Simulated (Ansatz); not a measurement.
A search over several starts for the lowest SCF solution of mer-TiF3(H2O)3 (TiO₃F₃H₆) at the given spin, in a small basis.

```yaml
crystal:
  periodic: [false, false, false]
  atoms:
    - {symbol: F, position_ang: [-0.055434, 0.408027, 1.929618]}
    - {symbol: F, position_ang: [-0.266621, -0.471767, -1.599375]}
    - {symbol: F, position_ang: [2.067538, 0.246946, -0.100759]}
    - {symbol: O, position_ang: [-2.099178, -0.002423, 0.047996]}
    - {symbol: O, position_ang: [0.541032, 2.281533, -0.200248]}
    - {symbol: O, position_ang: [0.408756, -2.094081, 0.196410]}
    - {symbol: Ti, position_ang: [0.225809, 0.134687, 0.184075]}
    - {symbol: H, position_ang: [-2.430405, -0.776893, 0.540473]}
    - {symbol: H, position_ang: [-1.912515, -0.329519, -0.868174]}
    - {symbol: H, position_ang: [1.514323, 2.092325, -0.240010]}
    - {symbol: H, position_ang: [0.410146, 2.747925, 0.649108]}
    - {symbol: H, position_ang: [1.377462, -2.226326, 0.237758]}
    - {symbol: H, position_ang: [0.219077, -2.010425, -0.776882]}
basis:
  gaussian: {orbitals: def2-SVP, initial_orbitals: start.molden}
magnetization: {spin_polarized: true, initial_magnetization: 1}
hamiltonian: {xc: pbe0, dispersion: d4}
output: {orbitals: {seedname: orbitals}}
```

The file start.molden holds the orbitals of an earlier run on this structure, at another level or in another basis.

```sh
$ ansatz run in.yaml --threads 4 --pin off --events-out ev --progress --plain --max-ram 4787MiB
```

Shortened log:

```
Functional definition: PBE0
1424 factors; integrals over basis functions are off by at most 1.5e-3 eV
mean field evaluation 1: about -37417.9453 eV, gradient 9.1e1 eV
mean field evaluation 2: about -37448.7246 eV, gradient 4.6e1 eV
mean field evaluation 4: about -37477.1131 eV, gradient 5.0e0 eV
mean field evaluation 8: about -37478.2031 eV, gradient 1.4e-1 eV
mean field evaluation 16: about -37466.1158 eV, gradient 6.1e1 eV
mean field evaluation 32: about -37478.2037 eV, gradient 6.9e-3 eV
mean field evaluation 64: about -37478.1044 eV, gradient 1.2e0 eV
mean field -37478.20375774 eV, -1377.2985844580 hartree, gradient 1.7e-5 eV, S^2 0.752098; 5 other end points of the search recorded, 0 dependent functions left out
reference -37478.20384108 eV, -1377.2985875206 hartree; 40, 39 occupied and 105, 106 virtual orbitals, 1424 factors
Total energy: -37478.40897939 eV, -1377.3061262147 hartree
```

Run time 15 s (4 threads of Arm Neoverse V2 on a shared host), peak host memory 0.63 GiB.
